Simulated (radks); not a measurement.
The numbers below are computed, except where a source is named.
Problem. Coherent X-ray form factor from a spherical all-electron density. Level of theory: Dirac Kohn-Sham, B86b exchange with PBE correlation, spin-unpolarised, spherical densities, finite nucleus; Fermi nuclear charge, rms radius of each element as measured or else 0.836 A^(1/3) + 0.57 fm (a radial shooting solver on a logarithmic mesh with Libxc functionals).

| sin(theta)/lambda (1/angstrom) | f0 (electrons) |
|---|---|
| 0.05 | 28.597 |
| 0.1 | 27.501 |
| 0.15 | 25.966 |
| 0.2 | 24.229 |
| 0.25 | 22.438 |
| 0.3 | 20.673 |
| 0.4 | 17.382 |
| 0.5 | 14.551 |
| 0.6 | 12.253 |
| 0.8 | 9.143 |
| 1 | 7.440 |
| 1.25 | 6.274 |
| 1.5 | 5.469 |
| 2 | 4.060 |

The species is in the configuration that NIST lists as its ground one. Which atom or ion scatters so?

Solution. The zinc ion Zn+, [Ar] 3d10 4s1. Extrapolating in s^2 from the first two rows gives f0(0) = 29.0, near the electron count 29; among species with that count, the fall with angle is slower the higher Z, and the table is that of Z = 30; from so few rows the species is fixed only to a neighbour or two.
